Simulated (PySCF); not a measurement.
**Dipole moment and polarisability of `FC(F)[Si@@H]1C[C@H]1CCl`**

Species: C4H7ClF2Si.
SMILES with atom numbers: `[F:1][CH:2]([F:3])[Si@@H:4]1[CH2:5][C@H:6]1[CH2:7][Cl:8]` (hydrogens: H9 on C2; H10 on Si4; H11, H12 on C5; H13 on C6; H14, H15 on C7)

Cartesian coordinates in Å at the GFN2-xTB level; atoms count from 1:
```xyz
15
C4H7ClF2Si angstrom
F     -2.625    1.579   -1.092
C     -2.274    0.973    0.078
F     -3.417    0.405    0.553
Si    -0.932   -0.375   -0.237
C      0.316   -0.640    1.140
C      0.857    0.215   -0.028
C      1.956   -0.383   -0.844
Cl     3.475   -0.479    0.120
H     -1.996    1.770    0.781
H     -1.352   -1.375   -1.198
H      0.226   -0.143    2.096
H      0.785   -1.607    1.245
H      1.056    1.251    0.227
H      1.728   -1.404   -1.145
H      2.192    0.221   -1.719
```

Level: wB97X-D/def2-SVPD (PySCF), static field, nuclei fixed, core orbitals frozen in the response. The polarisability tensor in these axes (au):

```
x   118.50  -5.38   5.81
y    -5.38  75.52  -0.56
z     5.81  -0.56  79.41
```

Problem. Give the principal values, the mean and the anisotropy Δα = √{½[(α1 − α2)² + (α2 − α3)² + (α1 − α3)²]}.

Solution. Principal values 74.85, 78.58 and 120.00 au; mean 91.15 au = 13.51 Å³ = 15.03 × 10⁻⁴⁰ C²·m²/J; Δα = 43.41 au (48 % of the mean).

Problem. What is the dipole moment, and where does it point?

Solution. (-0.20, -0.19, -0.10) D, 0.29 D in size, pointing from the negative to the positive side. Measured along this direction, the outermost atoms are Cl8 at the negative end and H10 at the positive end.

Problem. Traceless (Buckingham) quadrupole moment about the centre of nuclear charge: eigenvalues?

Solution. -20.97, 6.05, 14.91 D·Å. The values depend on the origin, since the dipole doesn't vanish. The electronic extent ⟨r²⟩ about the same centre is 2104 bohr², a root-mean-square distance of 2.71 Å for the 80 electrons.

Problem. Refractivity n − 1 of an ideal gas of it at 273.15 K and 1 atm, from the electronic α?

Solution. N = p/kT = 2.6868 × 10¹⁹ cm⁻³, so n − 1 = 2π × N × 13.51 × 10⁻²⁴ cm³ = 2280 × 10⁻⁶ at long wavelengths.

Problem. Sum over states: ᾱ = Σ f/ω², ω in Eh. What share falls to these 8 lowest TDDFT singlets (eV, f)? 6.64, 0.2304; 6.70, 0.1323; 7.19, 0.0022; 7.26, 0.0254; 7.32, 0.0068; 7.39, 0.0042; 7.65, 0.0209; 7.71, 0.0570.

Solution. They add up to 7.57 au, 8.3 % of the 91.15 au; the largest single term is 3.87 au, from the state at 6.64 eV. Terms in order: 3.87, 2.18, 0.03, 0.36, 0.09, 0.06, 0.27, 0.71 au. Higher excitations give the rest. The strengths listed sum to 0.479.

One conformer (not necessarily the lowest) at the GFN2-xTB geometry, without solvent, vibrations or thermal averaging.

wB97X-D is run here without its empirical dispersion term; that term would change no orbital, density or response property at a fixed geometry.
